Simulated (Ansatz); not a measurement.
# Redistribution: C2H3Cl3 + CHBr2Cl → C2H4Cl2 + CBr2Cl2

Species: C2H3Cl3 (1,1,2-trichloroethane) `ClCC(Cl)Cl`, singlet; CHBr2Cl (chlorodibromomethane) `ClC(Br)Br`, singlet; C2H4Cl2 (1,2-dichloroethane) `ClCCCl`, singlet; CBr2Cl2 `ClC(Cl)(Br)Br`, singlet. The partners trade Cl for H; both sit on C, so the bond types are kept.

Shapes, held fixed at every level: PBE0-D4/def2-TZVP. Flexible molecules stand in one conformer, not always the lowest. Programs: Ansatz 0.2.0. The zero-point and thermal change to 298 K, harmonic and unscaled (PBE0-D4/def2-TZVP), is -2.0 kJ/mol.

Task: Estimate the reaction enthalpy at 298 K.

Result: From tabulated heats of formation (Active Thermochemical Tables, CRC Handbook of Chemistry and Physics), ΔH(298 K) = +27.6 kJ/mol. Nearest: MP2/def2-TZVPP (-0.5); farthest: HF/def2-SVP (+13.7). 7 of 8 levels lie within 10 kJ/mol. The heats of C2H3Cl3 come from older tables and can be uncertain by 10 kJ/mol or more. Relativity is left out for Br unless named. Correlated rows may include outer-core shells of Br, which these sets cover unevenly.

```tsv
level	kind	ΔH (kJ/mol)	computed − measured
HF/def2-SVP	Hartree–Fock	+41.3	+13.7
B3LYP-D4/def2-TZVPP	global hybrid	+28.9	+1.3
BHLYP-D4/def2-TZVPP	global hybrid	+32.3	+4.6
r2SCAN0-D4/def2-TZVPP	global hybrid	+31.9	+4.3
wB97X-V/def2-TZVPP	range-separated hybrid	+30.2	+2.6
MP2/def2-SVP	perturbation theory	+25.3	-2.3
MP2/def2-TZVPP	perturbation theory	+27.1	-0.5
CCSD(T)/def2-TZVPP	coupled cluster or CI	+31.5	+3.8
```
